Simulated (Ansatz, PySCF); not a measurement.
CH4AlClO2 (SMILES C[O][Al]([OH])[Cl]), singlet, geometry from GFN2-xTB (such geometries of metal compounds can be far from the true shape). Base run: CASSCF(2,3)/6-31G (PySCF).

The PySCF input:
```python
from pyscf import gto, scf, mcscf
import numpy

mol = gto.Mole()
mol.atom = '''
    Al    0.150632    0.332831    0.168855
    Cl   -0.313371   -0.812963    1.775116
    O     0.813790    1.832270    0.309803
    H     1.162525    2.600880    0.734992
    O    -0.181570   -0.339060   -1.299438
    C    -0.304939   -0.541399   -2.676911
    H     0.273120   -1.422291   -2.967428
    H    -1.356200   -0.705511   -2.926792
    H     0.061522    0.323209   -3.234311
'''
mol.basis = '6-31g'
mol.charge = 0
mol.spin = 0
mol.verbose = 3
mol.build()

mf = scf.RHF(mol)
mf.kernel()
mc = mcscf.CASSCF(mf, 3, 2)
mc.fix_spin_(ss=0.0)
mc.kernel()
occ = numpy.linalg.eigvalsh(mc.fcisolver.make_rdm1(mc.ci, mc.ncas, mc.nelecas))[::-1]
ss = mc.fcisolver.spin_square(mc.ci, mc.ncas, mc.nelecas)[0]
print('natural occupations', occ.round(4), ' <S^2>', round(ss, 4))
```

Programs used: Ansatz (a program for electronic structure), PySCF; a row that names a program was run with it.

Each row names what was changed in the base input (with any setting that the change needs).

| change | ΔE vs base (mEh) | natural occupations | <S^2> of the state |
|---|---|---|---|
| base | 0.000 | 1.99 0.01 0.00 | 0.00 |
| fix_spin_ = off | 0.000 | 1.99 0.01 0.00 | 0.00 |
| orbitals = fixed (CASCI); correction = SC-NEVPT2 | -400.4 | 2.00 0.00 0.00 | 0.00 |
| active space = 6 electrons, 8 orbitals | -85.020 | 1.98 1.98 1.97 0.02 0.02 0.02 0.00 0.00 | 0.00 |
| code = ansatz | -12.846 | - | - |
| orbitals = fixed (CASCI) | 6.869 | 2.00 0.00 0.00 | 0.00 |
| active space = 6 electrons, 4 orbitals | -0.401 | 2.00 2.00 1.99 0.01 | 0.00 |
| active space = 8 electrons, 9 orbitals | -123.8 | 1.99 1.98 1.98 1.97 0.02 0.02 0.02 0.02 0.00 | 0.00 |
| start = MP2 natural orbitals | -11.967 | 1.98 0.02 0.00 | 0.00 |
| solver = newton | -7.230 | 1.99 0.01 0.00 | 0.00 |
| conv_tol = 1e-5 | 6.869 | 2.00 0.00 0.00 | 0.00 |

Active orbitals are taken around the Fermi level unless the row says otherwise; CASSCF can end in different local minima, and two programs can end on different orbitals. State-averaged rows give the lowest state.
